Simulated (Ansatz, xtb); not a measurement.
**C3H5GeN: 3 structures ranked**

3 gas-phase structures of C3H5GeN, from a drawn sample of its isomers (lower ones may exist). Each was relaxed with GFN2-xTB:

A. `N#C/C=[CH]\[GeH3]`, a singlet
B. `N#C/C=[CH]/[GeH3]`, a singlet
C. `C=[C]([GeH3])C#N`, a singlet

Task: Which do you expect lowest at r2SCAN-D4/def2-SVP, and how would the others follow?

Result: Calculated order at r2SCAN-D4/def2-SVP: C (0.000), A (0.012), B (0.029) eV. Less than 1 kcal/mol parts C and A; A and B, so the order within those pairs means little.

Energies above the lowest of each column, in eV; the last columns are at B3LYP-D3(BJ)/def2-SVP geometries:

| structure | GFN2-xTB | HF/STO-3G | r2SCAN-D4/def2-SVP | B3LYP-D3(BJ)/def2-SVP | CCSD(T)/def2-SVP + ΔMP2/def2-TZVPP |
| --- | --- | --- | --- | --- | --- |
| C | 0.001 | 0.033 | 0.000 | 0.000 | 0.000 |
| A | 0.000 | 0.026 | 0.012 | 0.050 | 0.066 |
| B | 0.005 | 0.000 | 0.029 | 0.032 | 0.047 |

CCSD(T)/def2-SVP + ΔMP2/def2-TZVPP puts C lowest; HF/STO-3G picks B. CCSD(T)/def2-SVP + ΔMP2/def2-TZVPP orders those it was run on as C (0.000), B (0.047), A (0.066) eV. Less than 1 kcal/mol parts B and A, so the order within that pair means little. ΔMP2 is the change of the MP2 energy from the smaller to the larger basis.

Programs: Ansatz 0.2.0, xtb 6.7.1.
